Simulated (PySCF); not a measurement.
pentafluoroethane (C₂HF₅), SMILES FC(C(F)(F)F)F. The structure is a stationary point at ωB97X-D3(BJ)/def2-SVP.

**Question.** Give the equilibrium geometry at ωB97X-D3(BJ)/def2-SVP (PySCF confirms it by a frequency run) as a Z-matrix, and its point group. (The exact figures need the calculation; the answer reports its results.)

**Answer.** point group Cs.
```
C
F 1 1.3293
F 1 1.3349 2 108.91
F 1 1.3349 2 108.91 3 -118.24
C 1 1.5331 2 111.27 3 120.88
F 5 1.3449 1 108.75 2 59.47
F 5 1.3449 6 109.31 1 118.59
H 5 1.1038 6 109.80 7 120.51
```
Charge 0, spin multiplicity 1.
